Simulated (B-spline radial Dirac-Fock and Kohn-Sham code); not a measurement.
## Compton profile of Fe⁷⁺

System: the Fe⁷⁺ ion, 1s2 2s2 2p6 3s2 3p6 3d1.

The computed values come from a radial B-spline solver: the impulse approximation on Dirac-Fock densities. pz is in atomic units of momentum; subshell profiles are per electron, for a selection of subshells; open shells are spread over both j values by their weights.

```tsv
pz	J total	J 2p1/2	J 3s1/2	J 3d5/2
0	2.645	0.0640	0.315	0.141
0.2	2.633	0.0640	0.309	0.141
0.3	2.618	0.0640	0.303	0.141
0.4	2.597	0.0640	0.293	0.141
0.5	2.570	0.0640	0.282	0.141
0.6	2.537	0.0640	0.268	0.141
0.8	2.453	0.0639	0.237	0.141
1	2.346	0.0639	0.203	0.141
1.2	2.219	0.0638	0.168	0.139
1.4	2.076	0.0637	0.135	0.137
1.6	1.923	0.0636	0.105	0.134
1.8	1.765	0.0634	0.0803	0.129
2	1.609	0.0631	0.0604	0.122
2.5	1.255	0.0621	0.0305	0.103
3	0.9807	0.0605	0.0201	0.0804
4	0.6569	0.0554	0.0181	0.0433
5	0.4953	0.0484	0.0152	0.0215
7	0.3103	0.0325	0.00537	0.00514
10	0.1547	0.0147	0.000705	0.000716
15	0.05659	0.00339	0.000420	4.73e-05
20	0.02527	0.000844	0.000274	5.39e-06
30	0.006623	8.05e-05	7.26e-05	< 1e-6
40	0.002109	1.25e-05	2.06e-05	< 1e-6
60	0.0003273	< 1e-6	2.73e-06	< 1e-6
100	2.453e-05	< 1e-6	< 1e-6	< 1e-6
```

J(0) = 2.645. The 3p3/2 subshell gives the largest part, 30 %.

Mean momentum ⟨p⟩ by subshell (a.u.): 1s1/2 22.1, 2s1/2 7.33, 2p1/2 9.86, 2p3/2 9.74, 3s1/2 3.26, 3p1/2 3.81, 3p3/2 3.78, 3d3/2 4.29, 3d5/2 4.28.
